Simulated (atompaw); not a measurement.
# Which change was made? (Tl, PAW (atompaw))

atompaw 4.2.0.5 input, output lines left out:

```
Tl 81
LDA-PW scalarrelativistic loggrid 2001 logderivrange -4 5 226
6 6 5 4 0 0
6 1 0
0 0 0
c
c
c
c
c
v
c
c
c
c
v
c
c
v
c
2
2.55 2.15 2.45 1.75
y
3.65
n
y
0.3
n
y
-1.1
n
custom rrkj gramschmidtortho besselshape
bessel
2.55
2.55
2.55
2.55
1.15
2.55
```

Cutoffs, loose and tight: the cutoffs (Ry, on a coarse ladder) from which the occupation-weighted sum of valence levels, in a spherical-Bessel basis at the reference potential, stays within 10 and 1 mRy of its value at 400 Ry. They see the waves, projectors and local potential, not the compensation charge or the core.

The base gives: outcome: generated; cutoff, loose: 80 Ry; cutoff, tight: 140 Ry; bound ghosts: none.

Task: After one change the result is: outcome: generated; cutoff, loose: 80 Ry; cutoff, tight: 140 Ry; bound ghosts: s. Which change was it?
A. local potential vpsmatchnc scheme with l = 3 at -0.5 Ry, radius 2.45 bohr
B. core [Xe] 4f14 5d10, valence charge 3; reference 6s1 6p0; waves now 6s (bound): rc 1.85 bohr; 6s channel at -1.5 Ry: rc 2.60 bohr; 6p (bound): rc 2.60 bohr; 6p channel at -0.35 Ry: rc 2.60 bohr; local potential bessel scheme, radius 2.55 bohr; core correction smooth core density matched at 1.60 bohr; augmentation besselshape compensation charge, radius 2.15 bohr; PAW radius 2.60 bohr; waves and projectors: custom rrkj gramschmidtortho
C. augmentation besselshape compensation charge, radius 1.56 bohr; PAW radius 2.55 bohr; waves and projectors: custom rrkj gramschmidtortho

Result: A. The others give: augmentation besselshape compensation charge, radius 1.56 bohr; PAW radius 2.55 bohr; waves and projectors: custom rrkj gramschmidtortho → outcome: generated, no UPF (negative core plus compensation charge); cutoff, loose: 80 Ry; cutoff, tight: 140 Ry; bound ghosts: none | core [Xe] 4f14 5d10, valence charge 3; reference 6s1 6p0; waves now 6s (bound): rc 1.85 bohr; 6s channel at -1.5 Ry: rc 2.60 bohr; 6p (bound): rc 2.60 bohr; 6p channel at -0.35 Ry: rc 2.60 bohr; local potential bessel scheme, radius 2.55 bohr; core correction smooth core density matched at 1.60 bohr; augmentation besselshape compensation charge, radius 2.15 bohr; PAW radius 2.60 bohr; waves and projectors: custom rrkj gramschmidtortho → outcome: failed: atompaw: The overlap operator has at least one negative eigenvalue!.
